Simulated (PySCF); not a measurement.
# `C[n+]1[nH]ccc1Cl`, [C$_{4}$H$_{6}$ClN$_{2}$]+, charge +1

Molfile (atoms numbered from 1):
```
C4H6ClN2
     RDKit          3D

 13 13  0  0  0  0  0  0  0  0999 V2000
   -1.8242   -0.2547    0.1339 C   0  0  0  0  0  0  0  0  0  0  0  0
   -0.4108   -0.0441    0.0160 N   0  0  0  0  0  0  0  0  0  0  0  0
    0.4851   -1.0310    0.1849 N   0  0  0  0  0  0  0  0  0  0  0  0
    1.7245   -0.5498    0.0355 C   0  0  0  0  0  0  0  0  0  0  0  0
    1.6297    0.7983   -0.2357 C   0  0  0  0  0  0  0  0  0  0  0  0
    0.2610    1.0942   -0.2393 C   0  0  0  0  0  0  0  0  0  0  0  0
   -0.5230    2.5643   -0.4993 Cl  0  0  0  0  0  0  0  0  0  0  0  0
   -2.1009   -1.2060   -0.3200 H   0  0  0  0  0  0  0  0  0  0  0  0
   -2.1317   -0.2543    1.1821 H   0  0  0  0  0  0  0  0  0  0  0  0
   -2.3458    0.5490   -0.3826 H   0  0  0  0  0  0  0  0  0  0  0  0
    0.2036   -1.9814    0.3929 H   0  0  0  0  0  0  0  0  0  0  0  0
    2.5960   -1.1693    0.1238 H   0  0  0  0  0  0  0  0  0  0  0  0
    2.4321    1.4851   -0.4101 H   0  0  0  0  0  0  0  0  0  0  0  0
  1  2  1  0
  2  3  1  0
  3  4  1  0
  4  5  2  0
  5  6  1  0
  6  7  1  0
  6  2  2  0
  1  8  1  0
  1  9  1  0
  1 10  1  0
  3 11  1  0
  4 12  1  0
  5 13  1  0
M  CHG  1   2   1
M  END
```

Method used: TDDFT B3LYP/def2-SVPD excited states, vertical, gas phase in PySCF 2.14.0. Geometry: GFN2-xTB.

Task: How strongly do the lowest singlets absorb one photon, and two photons of half the energy?

Result: δ for parallel linear polarisation; σ at the peak of a Lorentzian of half width 0.1 eV, single beam; Ω is circular over linear.
```csv
state,E (eV),f,photon λ (nm),δ (au),σ (GM),Ω,main
S1,5.85,0.184,424,62.6,0.78,1.21,HOMO→LUMO 0.93
S2,6.46,0.075,384,5.05,0.08,1.46,"HOMO−1→LUMO 0.55, HOMO−2→LUMO 0.40"
S3,6.56,0.065,378,5.76,0.09,1.30,"HOMO−2→LUMO 0.59, HOMO−1→LUMO 0.37"
S4,7.09,0.000,350,2.33,0.04,1.50,HOMO→LUMO+1 0.91
S5,7.58,0.001,327,1.52,0.03,1.41,HOMO−1→LUMO+1 0.93
```

Among these, the strongest one-photon state is S1, the strongest two-photon state S1.
